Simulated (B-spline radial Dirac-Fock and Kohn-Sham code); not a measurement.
X-ray form factors of titanium in several charge states

Level of theory: Dirac-Fock orbitals of the configuration average with a finite nucleus; a radial finite-basis atomic code.

Configurations: Ti¹⁴⁺ [He] 2s2 2p4; Ti¹⁷⁺ [He] 2s2 2p1; Ti¹⁹⁺ [He] 2s1; Ti²⁰⁺ 1s2; Ti²¹⁺ 1s1. The first column is f₀ of Ti¹⁴⁺, the others are differences from it.

```csv
s (Å⁻¹),Ti¹⁴⁺,Δ Ti¹⁷⁺,Δ Ti¹⁹⁺,Δ Ti²⁰⁺,Δ Ti²¹⁺
0,8.000,-3.000,-5.000,-6.000,-7.000
0.1,7.956,-2.978,-4.964,-5.957,-6.957
0.2,7.828,-2.913,-4.859,-5.831,-6.830
0.3,7.620,-2.809,-4.690,-5.628,-6.624
0.4,7.342,-2.670,-4.464,-5.357,-6.349
0.5,7.006,-2.503,-4.191,-5.029,-6.017
0.7,6.213,-2.115,-3.552,-4.258,-5.235
0.9,5.351,-1.701,-2.864,-3.425,-4.387
1.1,4.515,-1.310,-2.204,-2.623,-3.567
1.4,3.438,-0.823,-1.372,-1.609,-2.521
```

Values without a named source are computed, but for edge energies of neutral atoms, which are taken from tables.
